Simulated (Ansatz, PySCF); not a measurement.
Torsion H3–O1–Pb2–H4 in H2OPb (SMILES [OH][PbH]); at each angle all else is relaxed with GFN2-xTB, and the levels are single points there.
Geometry at 0° (charge 0, multiplicity 1):
```xyz
4

O     -1.15619     0.24234     0.15104
Pb     0.82959     0.98848    -0.07473
H     -1.40647    -0.62267    -0.15902
H      1.54899    -0.49880    -0.92825
```

On the grid 0° to 330°, 300° is the highest and 0° the lowest point at CCSD(T)/CBS(def2-TZVPP, def2-QZVPP).

Cores are frozen in the correlated methods. Filled d and f shells under p-block atoms count as core. CBS: X⁻³ extrapolation of the correlation energy, Hartree–Fock from the larger set.

Programs: Ansatz (Gaussian orbitals); PySCF for the dispersion terms. Each number belongs to the level named beside it. In def2 rows elements past Kr take small-core potentials, without spin–orbit coupling.

PBE/def2-TZVPP gives 28.6 kJ/mol for the energy at 300° less that at 0°.

Problem. How do the other levels lie against it? Give each less PBE: PBE-D3(BJ)/def2-TZVPP, r2SCAN/def2-TZVPP, PBE0/def2-TZVPP, wB97M-V/def2-TZVPP, MP2/CBS(def2-TZVPP, def2-QZVPP), CCSD(T)/CBS(def2-TZVPP, def2-QZVPP).

Solution. PBE-D3(BJ)/def2-TZVPP 0.1; r2SCAN/def2-TZVPP -2.2; PBE0/def2-TZVPP -4.1; wB97M-V/def2-TZVPP -5.4; MP2/CBS(def2-TZVPP, def2-QZVPP) -4.4; CCSD(T)/CBS(def2-TZVPP, def2-QZVPP) -5.2 kJ/mol. 1 of 6 lie above PBE; the widest gap is to wB97M-V/def2-TZVPP.

Ansatz is a first-principles code.
